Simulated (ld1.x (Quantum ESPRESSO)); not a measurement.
## Dy, PAW: configuration errors across variants

dysprosium, PAW, made with ld1.x (Quantum ESPRESSO) 7.5 (PBE, scalar-relativistic). Core [Kr] 4d10, reference 4f9 5s2 5p6 5d0 6s0 6p0 (charge +3). Waves: 5s (bound): rcut 1.60, rcutus 1.70 bohr; 6s (bound, empty): rcut 1.60, rcutus 1.70 bohr; 5p (bound): rcut 1.85, rcutus 2.00 bohr; 6p (bound, empty): rcut 1.85, rcutus 2.00 bohr; 5d (bound, empty): rcut 2.45, rcutus 3.20 bohr; 5d channel at -1.3 Ry: rcut 2.45, rcutus 3.20 bohr; 4f (bound): rcut 1.20, rcutus 1.40 bohr; 4f channel at 2.6 Ry: rcut 1.20, rcutus 1.40 bohr. Local part: all-electron potential smoothed inside 1.45 bohr (lloc = -2). Core correction: a·sin(br)/r model core, default radius (ld1.x builds one for every PAW set, though the input has nlcc=.false.). Augmentation charge: BESSEL, radius 1.30 bohr.

All-electron excitation energies from the reference (eV): (1) 4f10 5s2 5p6 5d0 6s2 6p0 -43.562; (2) 4f10 5s2 5p6 5d0 6s1 6p0 -37.327; (3) 4f10 5s2 5p6 5d0 6s0 6p0 -25.659; (4) 4f11 5s2 5p6 5d0 6s0 6p0 -35.552; (5) 4f10 5s2 5p6 5d0 6s0 6p2 -38.055; (6) 4f8 5s2 5p6 5d0 6s0 6p0 44.694.

The overlap operator is not positive definite (basis up to 400 Ry) in “base”, “waves 5p (bound): rcut 1.20, rcutus 1.28 bohr; 6p (bound): rcut 1.20, rcutus 1.28 bohr”, “waves 5p (bound): rcut 1.54, rcutus 1.64 bohr; 6p (bound): rcut 1.54, rcutus 1.64 bohr”, “waves 5p (bound): rcut 1.85, rcutus 2.18 bohr; 6p (bound): rcut 1.85, rcutus 2.18 bohr”, “waves 5p (bound): rcut 1.85, rcutus 2.40 bohr; 6p (bound): rcut 1.85, rcutus 2.40 bohr”, “waves 5p (bound): rcut 1.85, rcutus 2.66 bohr; 6p (bound): rcut 1.85, rcutus 2.66 bohr”, “waves 5p (bound): rcut 1.85, rcutus 2.94 bohr; 6p (bound): rcut 1.85, rcutus 2.94 bohr”. Such files are unfit for use, however small their errors in these radial tests.

Tests that are not counted but printed errors over 1 eV. “base”: 4f10 5s2 5p6 5d1 6s1 6p0 (an occupied level unbound or not found, printed error -12.8 eV). “waves 5p (bound): rcut 1.54, rcutus 1.64 bohr; 6p (bound): rcut 1.54, rcutus 1.64 bohr”: 4f10 5s2 5p6 5d1 6s1 6p0 (solver errors, printed error -12.8 eV). “waves 5p (bound): rcut 1.85, rcutus 2.66 bohr; 6p (bound): rcut 1.85, rcutus 2.66 bohr”: 4f10 5s2 5p6 5d1 6s1 6p0 (solver errors, printed error -11.2 eV). “waves 5p (bound): rcut 1.85, rcutus 2.94 bohr; 6p (bound): rcut 1.85, rcutus 2.94 bohr”: 4f10 5s2 5p6 5d1 6s1 6p0 (solver errors, printed error -12.3 eV).

Errors AE − PS in meV (a dash: test not solved or not reliable):

```csv
change,(1),(2),(3),(4),(5),(6),bound ghosts
base,-63,-72,-87,-164,-79,-58,not determined (overlap not positive)
"waves 5p (bound): rcut 1.20, rcutus 1.28 bohr; 6p (bound): rcut 1.20, rcutus 1.28 bohr",-79,-88,-102,–,–,–,not determined (overlap not positive)
"waves 5p (bound): rcut 1.54, rcutus 1.64 bohr; 6p (bound): rcut 1.54, rcutus 1.64 bohr",-71,-80,-94,-178,-86,-85,not determined (overlap not positive)
"waves 5p (bound): rcut 1.85, rcutus 2.18 bohr; 6p (bound): rcut 1.85, rcutus 2.18 bohr",-40,-49,-65,–,–,–,not determined (overlap not positive)
"waves 5p (bound): rcut 1.85, rcutus 2.40 bohr; 6p (bound): rcut 1.85, rcutus 2.40 bohr",+26,+16,-2.4,–,–,–,not determined (overlap not positive)
"waves 5p (bound): rcut 1.85, rcutus 2.66 bohr; 6p (bound): rcut 1.85, rcutus 2.66 bohr",-96,-110,-129,-231,–,–,not determined (overlap not positive)
"waves 5p (bound): rcut 1.85, rcutus 2.94 bohr; 6p (bound): rcut 1.85, rcutus 2.94 bohr",-78,-104,-140,-223,–,–,not determined (overlap not positive)
```

Q: Give the same row for: waves 5p (bound): rcut 1.74, rcutus 1.84 bohr; 6p (bound): rcut 1.74, rcutus 1.84 bohr.

A: -52, -61, -75, -140, -64, -30; bound ghosts: not determined (overlap not positive). Not counted: 4f10 5s2 5p6 5d1 6s1 6p0 (solver errors, printed error -12.8 eV). Its overlap operator is not positive definite in a basis up to 400 Ry (lowest eigenvalue d -1.06), so the file is unfit for use: the generalised eigenproblem breaks down once the basis is large enough, and its test numbers describe a broken file.
